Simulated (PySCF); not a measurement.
C₂H₅ (SMILES [CH2-]C), charge -1, singlet, geometry from GFN2-xTB (in this run its highest filled SCF level lies above zero, so its values depend strongly on the basis, on diffuse functions most of all); DF-TPSS/aug-cc-pVDZ (PySCF).

Here is a job for PySCF.
```python
from pyscf import gto, scf, dft

mol = gto.Mole()
mol.atom = '''
    C    -0.010306    0.120392    0.842392
    C     0.007773    0.030426   -0.681039
    H    -0.900603   -0.502183    1.184667
    H     0.877217   -0.494407    1.205306
    H     0.017890   -0.994146   -1.166430
    H    -0.873090    0.539050   -1.106087
    H     0.893784    0.546778   -1.085575
'''
mol.basis = 'aug-cc-pvdz'
mol.charge = -1
mol.spin = 0
mol.verbose = 5
mol.build()

mf = dft.RKS(mol)
mf.xc = 'tpss'
mf = mf.density_fit(auxbasis='def2-universal-jkfit')
mf.kernel()
mf.analyze()
```

What does PySCF print? Leave out banner, timings and long lists.


```
PySCF version 2.14.0

[INPUT] verbose = 5
[INPUT] max_memory = 4000
[INPUT] num. atoms = 7
[INPUT] num. electrons = 18
[INPUT] charge = -1
[INPUT] spin (= nelec alpha-beta = 2S) = 0
[INPUT] symmetry False subgroup None
[INPUT] Mole.unit = angstrom
[INPUT] Symbol           X                Y                Z      unit          X                Y                Z       unit  Magmom
[...]
[INPUT] ---------------- BASIS SET ----------------
[INPUT] l, kappa, [nprim/nctr], expnt,             c_1 c_2 ...
[INPUT] H
[...]
                                1.962             0.137977
                                0.4446            0.478148
[...]
[INPUT] C
[...]
                                1000              0.005329 -0.001154
                                228               0.027077 -0.005725
                                64.71             0.101718 -0.023312
                                21.06             0.27474 -0.063955
                                7.495             0.448564 -0.149981
                                2.797             0.285074 -0.127262
                                0.5215            0.015204 0.544529
[...]
                                2.002             0.20948
                                0.5456            0.508557
[...]
nuclear repulsion = 36.2577306922632
number of shells = 41
number of NR pGTOs = 125
number of NR cGTOs = 91
basis = aug-cc-pvdz
ecp = {}

******** <class 'pyscf.df.df_jk.DFRKS'> ********
method = DFRKS
initial guess = minao
damping factor = 0
level_shift factor = 0
DIIS = <class 'pyscf.scf.diis.CDIIS'>
diis_start_cycle = 1
diis_space = 8
diis_damp = 0
SCF conv_tol = 1e-09
SCF conv_tol_grad = None
SCF max_cycles = 50
direct_scf = False
XC library pyscf.dft.libxc version 7.1.2
    S. Lehtola, C. Steigemann, M. J. T. Oliveira, and M. A. L. Marques,  SoftwareX 7, 1–5 (2018)
XC functionals = tpss
    J. Tao, J. P. Perdew, V. N. Staroverov, and G. E. Scuseria,  Phys. Rev. Lett. 91, 146401 (2003)
    J. P. Perdew, J. Tao, V. N. Staroverov, and G. E. Scuseria,  J. Chem. Phys. 120, 6898 (2004)
    J. Tao, J. P. Perdew, V. N. Staroverov, and G. E. Scuseria,  Phys. Rev. Lett. 91, 146401 (2003)
    J. P. Perdew, J. Tao, V. N. Staroverov, and G. E. Scuseria,  J. Chem. Phys. 120, 6898 (2004)
radial grids:
    Treutler-Ahlrichs [JCP 102, 346 (1995); DOI:10.1063/1.469408] (M4) radial grids

becke partition: Becke, JCP 88, 2547 (1988); DOI:10.1063/1.454033
pruning grids: <function nwchem_prune>
grids dens level: 3
[...]
converged SCF energy = -79.1662860682437
Total Energy =                         -79.166286068243679
[...]
0 C 4py         -0.00001
0 C 4pz         -0.00004
0 C 3dxy        -0.43082
0 C 3dyz        -0.00434
0 C 3dz^2        0.00306
0 C 3dxz         0.15203
0 C 3dx2-y2      0.00200
0 C 4dxy         0.11831
0 C 4dyz         0.00100
0 C 4dz^2       -0.00173
0 C 4dxz        -0.08589
0 C 4dx2-y2     -0.00004
1 C 1s           0.00000
1 C 2s          -0.00000
1 C 3s          -0.00000
1 C 4s           0.00000
1 C 2px          0.05476
1 C 2py          0.00024
1 C 2pz          0.00064
1 C 3px          0.15360
1 C 3py          0.00067
1 C 3pz          0.00178
1 C 4px          0.03530
1 C 4py          0.00015
1 C 4pz          0.00041
1 C 3dxy         0.38854
1 C 3dyz         0.00324
1 C 3dz^2       -0.00585
1 C 3dxz        -0.29095
1 C 3dx2-y2     -0.00002
1 C 4dxy        -0.16981
1 C 4dyz        -0.00141
1 C 4dz^2        0.00259
1 C 4dxz         0.12885
1 C 4dx2-y2     -0.00001
2 H 1s           0.03573
2 H 2s          -0.00108
2 H 3s           0.02002
2 H 2px          0.15893
2 H 2py          0.14717
2 H 2pz         -0.15987
2 H 3px         -0.09801
2 H 3py         -0.05995
2 H 3pz          0.04099
3 H 1s          -0.03573
3 H 2s           0.00108
3 H 3s          -0.02002
3 H 2px          0.15646
3 H 2py         -0.14579
3 H 2pz          0.16353
3 H 3px         -0.09755
3 H 3py          0.05910
3 H 3pz         -0.04326
4 H 1s           0.00000
4 H 2s          -0.00000
4 H 3s           0.00000
4 H 2px         -0.05474
4 H 2py         -0.00024
4 H 2pz         -0.00063
4 H 3px         -0.04311
4 H 3py         -0.00019
4 H 3pz         -0.00050
5 H 1s           0.04276
5 H 2s          -0.00999
5 H 3s           0.05430
5 H 2px          0.20111
5 H 2py         -0.15023
5 H 2pz          0.17332
5 H 3px         -0.15363
5 H 3py          0.06589
5 H 3pz         -0.04548
6 H 1s          -0.04276
6 H 2s           0.00999
6 H 3s          -0.05430
6 H 2px          0.20376
6 H 2py          0.15200
6 H 2pz         -0.16862
6 H 3px         -0.15406
6 H 3py         -0.06723
6 H 3pz          0.04190
 ** Mulliken pop on meta-lowdin orthogonal AOs  **
 ** Mulliken pop  **
 ** Mulliken atomic charges  **
charge of    0C =     -0.75297
charge of    1C =     -0.28064
charge of    2H =     -0.00761
charge of    3H =     -0.00762
charge of    4H =     -0.03989
charge of    5H =      0.04437
charge of    6H =      0.04437

WARN: System has nonzero charge -1; the dipole moment is origin-dependent.
Location of origin: [0. 0. 0.]

Dipole moment(X, Y, Z, Debye):  0.04242, -1.64846, -3.03425
```
